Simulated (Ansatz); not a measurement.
Cost and result for the atomization energy of C₉H₁₆, SMILES `C#CCCCCCCC` (25 atoms, 24 bonds).

```xyz
25

C     3.4411   -3.0599   -0.2878
C     2.8714   -2.0804    0.1092
C     2.1574   -0.9148    0.5993
C     0.8339   -1.2736    1.2765
C     0.1156   -0.0676    1.8676
C    -0.2542    1.0271    0.8733
C    -1.1635    0.5696   -0.2554
C    -1.5925    1.7034   -1.1721
C    -2.4963    1.2445   -2.3028
H     3.9504   -3.9245   -0.6414
H     1.9811   -0.2325   -0.2387
H     2.7968   -0.3725    1.3059
H     1.0341   -1.9991    2.0697
H     0.1941   -1.7858    0.5524
H    -0.7967   -0.4194    2.3622
H     0.7400    0.3660    2.6574
H    -0.7483    1.8384    1.4199
H     0.6532    1.4723    0.4482
H    -2.0544    0.0881    0.1683
H    -0.6632   -0.2003   -0.8546
H    -0.7002    2.1870   -1.5869
H    -2.1031    2.4716   -0.5798
H    -3.4101    0.7857   -1.9146
H    -2.7904    2.0765   -2.9466
H    -1.9963    0.5003   -2.9293
```

Total charge 0; spin multiplicity 1. All single points use the PBE0-D4/def2-TZVP geometry. It is one conformer, not always the lowest. Program: Ansatz. All runs use 4 threads of an AMD EPYC 7R13 on a shared host and a share of an NVIDIA H100 80 GB. Times are those of one run each, without the atoms' runs, and a repeat can differ threefold. Electronic energies, without spin–orbit coupling; frozen cores. CCSD(T)/CBS adds CCSD(T) − MP2 in def2-TZVPP to the MP2 limit, and its time is that of the two runs behind it. T1 = 0.010. B3LYP takes the VWN-RPA correlation (the form of Gaussian; ORCA's B3LYP/G).

CCSD(T)/CBS is a level of theory with its own doubt, some kJ/mol a heavy atom from the limit and from the frozen cores, so smaller differences don't rank the functionals.

```tsv
level	functions	wall time
PBE0-D4/def2-TZVPP	503	2.1 s
PBE-D4/def2-TZVPP (with forces)	503	2.5 s
B3LYP-D4/def2-TZVPP (with forces)	503	2.6 s
r2SCAN-D4/def2-TZVPP (with forces)	503	3.2 s
B2PLYP/def2-TZVPP	503	4.8 s
ωB97X-V/def2-TZVPP	503	5.5 s
MP2/def2-QZVPP	993	7.5 s
ωB97M-V/def2-TZVPP (with forces)	503	9 s
CCSD(T)/def2-TZVPP	503	54 s
CCSD(T)/CBS(def2)	–	62 s
```

(1) What atomization energy does each give, and how far from CCSD(T)/CBS? (Best estimate.)

Results:

(1) Ansatz gave: 
```json
{"level": "PBE0-D4/def2-TZVPP", "atomization (kcal/mol)": "2491.7", "difference from CCSD(T)/CBS": "23.3", "per bond": "1.0"}
{"level": "PBE-D4/def2-TZVPP (with forces)", "atomization (kcal/mol)": "2521.9", "difference from CCSD(T)/CBS": "53.5", "per bond": "2.2"}
{"level": "B3LYP-D4/def2-TZVPP (with forces)", "atomization (kcal/mol)": "2471.3", "difference from CCSD(T)/CBS": "2.9", "per bond": "0.1"}
{"level": "r2SCAN-D4/def2-TZVPP (with forces)", "atomization (kcal/mol)": "2475.0", "difference from CCSD(T)/CBS": "6.6", "per bond": "0.3"}
{"level": "B2PLYP/def2-TZVPP", "atomization (kcal/mol)": "2448.4", "difference from CCSD(T)/CBS": "-20.0", "per bond": "-0.8"}
{"level": "ωB97X-V/def2-TZVPP", "atomization (kcal/mol)": "2470.7", "difference from CCSD(T)/CBS": "2.3", "per bond": "0.1"}
{"level": "MP2/def2-QZVPP", "atomization (kcal/mol)": "2478.9", "difference from CCSD(T)/CBS": "10.5", "per bond": "0.4"}
{"level": "ωB97M-V/def2-TZVPP (with forces)", "atomization (kcal/mol)": "2476.0", "difference from CCSD(T)/CBS": "7.6", "per bond": "0.3"}
{"level": "CCSD(T)/def2-TZVPP", "atomization (kcal/mol)": "2416.9", "difference from CCSD(T)/CBS": "-51.5", "per bond": "-2.1"}
{"level": "CCSD(T)/CBS(def2)", "atomization (kcal/mol)": "2468.4", "difference from CCSD(T)/CBS": "0.0", "per bond": "0.0"}
```

In def2-TZVPP, CCSD(T) changes the Hartree–Fock value by +552.3 kcal/mol (the triples alone add +31.8 kcal/mol) and MP2 by +584.2 kcal/mol; breaking electron pairs costs correlation energy, which Hartree–Fock lacks. From PBE to PBE0 (25 % exact exchange), in def2-TZVPP and without D4, the atomization energy moves by −28.3 kcal/mol: exact exchange takes away binding that semilocal exchange gives to molecules. The D4 term adds +19.7 kcal/mol with B3LYP and +10.7 kcal/mol with PBE0; it sums over pairs of atoms, weighted by their polarisabilities, and B3LYP, whose exchange is more repulsive, gets the larger term.
